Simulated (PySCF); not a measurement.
# Nuclear quadrupole coupling in `[H]/N=C(/C#N)CCS[SiH3]`

Compound: C₄H₈N₂SSi.
Structure used (GFN2-xTB), in Å, numbered top down from 1:
```xyz
16
C4H8N2SSi angstrom
N     -2.3995    1.5956   -1.5863
C     -2.3567    0.7634   -0.8021
C     -2.2524   -0.2540    0.2006
N     -3.1263   -1.1604    0.2118
C     -1.0700   -0.0896    1.1238
C      0.2338   -0.0232    0.3381
S      1.6433    0.0973    1.5050
Si     3.2610    0.2553    0.1059
H     -3.0156   -1.8631    0.9402
H     -1.0346   -0.9232    1.8299
H     -1.1877    0.8360    1.6948
H      0.2506    0.8516   -0.3130
H      0.3707   -0.9247   -0.2611
H      2.9923    1.4221   -0.7256
H      3.2595   -0.9619   -0.6985
H      4.4240    0.3876    0.9601
```

Field gradients from the PBE0/pcSseg-1 density (PySCF, non-relativistic), principal values in atomic units, ordered |Vxx| ≤ |Vyy| ≤ |Vzz|:

```tsv
atom	Vxx	Vyy	Vzz
N1	0.4488	0.5795	-1.0283
N4	0.3029	0.8147	-1.1177
S7	0.1783	2.2017	-2.3800
```

Question: Find the asymmetry η = (Vxx − Vyy)/Vzz and the couplings χ = eQV/h (234.96 MHz × Q in barn × V in au), with Q(14N) = 0.02044 b, Q(33S) = −0.0678 b.

Answer: 
```json
{"atom": "N1", "environment": "nitrile nitrogen", "nucleus": "14N", "η": "0.13", "χzz (MHz)": "-4.939", "χxx (MHz)": "2.156", "χyy (MHz)": "2.783"}
{"atom": "N4", "environment": "imine nitrogen", "nucleus": "14N", "η": "0.46", "χzz (MHz)": "-5.37", "χxx (MHz)": "1.45", "χyy (MHz)": "3.91"}
{"atom": "S7", "environment": "sulfur bonded to C and Si", "nucleus": "33S", "η": "0.85", "χzz (MHz)": "37.91", "χxx (MHz)": "-2.84", "χyy (MHz)": "-35.07"}
```

The tensor is traceless: Vxx + Vyy + Vzz = 0.

Question: What is Vzz at N1 in SI units (1 au = 9.71736 × 10²¹ V/m²)?

Answer: -1.0283 au = -9.993 × 10²¹ V/m².

Question: And the gradient at the other heavy atoms, for which no coupling is worked out here?

Answer: 
| atom | environment | Vzz (au) | η |
| --- | --- | --- | --- |
| C2 | nitrile carbon | -0.392 | 0.07 |
| C3 | imine carbon | 0.298 | 0.85 |
| C5 | chain CH2 carbon | -0.107 | 0.74 |
| C6 | sp3 carbon bound to sulfur | 0.266 | 0.51 |
| Si8 | SiH3 silicon | 0.591 | 0.12 |

Question: What couplings would deuterons (Q(2H) = 0.00286 b) have in place of the hydrogens, at this geometry?

Answer: 
```tsv
atom	bonded to	bond length (Å)	Vzz (au)	η	χzz (kHz)
H9	N4	1.018	0.3836	0.04	258
H10	C5	1.093	0.2963	0.04	199
H11	C5	1.094	0.2942	0.02	198
H12	C6	1.091	0.2968	0.05	199
H13	C6	1.091	0.2996	0.05	201
H14	Si8	1.458	0.1645	0.02	111
H15	Si8	1.459	0.1640	0.02	110
H16	Si8	1.449	0.1717	0.02	115
```

One conformer (not necessarily the lowest) at the GFN2-xTB geometry, without solvent, vibrations or thermal averaging. GFN2-xTB bond lengths can be off by several hundredths of an ångström, more for odd bonds, and the gradients follow them. A larger basis could move these couplings by a tenth or more.
